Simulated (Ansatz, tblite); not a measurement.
Removing and adding an electron: the cluster Sn6 (the lowest singlet isomer of a short search). Charge 0, multiplicity 1. Geometry: PBE-D4/def2-SVP. Ansatz, gas phase; energy differences of separate SCF runs; the oxidised species was run as a doublet alone; the reduced species was run as a doublet alone.

```xyz
6

Sn    0.8738   -1.2454    0.7950
Sn    1.8858    0.4383   -1.3822
Sn    0.7983    1.5770    1.5903
Sn   -0.8723    1.2447   -0.7976
Sn   -0.8017   -1.5782   -1.5886
Sn   -1.8839   -0.4364    1.3832
```

In the def2 sets Sn takes a core potential; there is no spin–orbit coupling. The xTB rows come from tblite. HOMO above LUMO, or a gap near zero within one spin, warns that the state may not be the lowest or that an electron is smeared out. The structure comes from a short search, and lower isomers may exist.

**Question.** Estimate orbital energies and vertical ionisation energies and electron affinities at: GFN1-xTB; GFN2-xTB; PBE-D4/def2-SVP; PBE0-D4/def2-SVP.

**Answer.** 
```csv
level,−HOMO (eV),vertical IE (eV),−LUMO (eV),vertical EA (eV),HOMO–LUMO gap (eV),IE − EA (eV),remarks
GFN1-xTB,9.13,11.48,7.94,5.57,1.19,5.91,–
GFN2-xTB,9.67,12.07,8.36,5.89,1.31,6.18,–
PBE-D4/def2-SVP,5.02,7.01,3.43,1.53,1.59,5.48,"HOMO above zero (-1 doublet), gap within one spin near zero (+1 doublet), restricted SCF unstable in HF (singlet)"
PBE0-D4/def2-SVP,5.77,7.16,2.95,1.65,2.82,5.52,restricted SCF unstable in HF (singlet)
```

   A HOMO above zero means that the electron is unbound at that level or that self-interaction error raises the level; the energy of removing that electron tells which. Raw xTB energy differences between charge states are shifted by several eV; the methods need an empirical correction for them. Sets without diffuse functions give affinities that are too small.
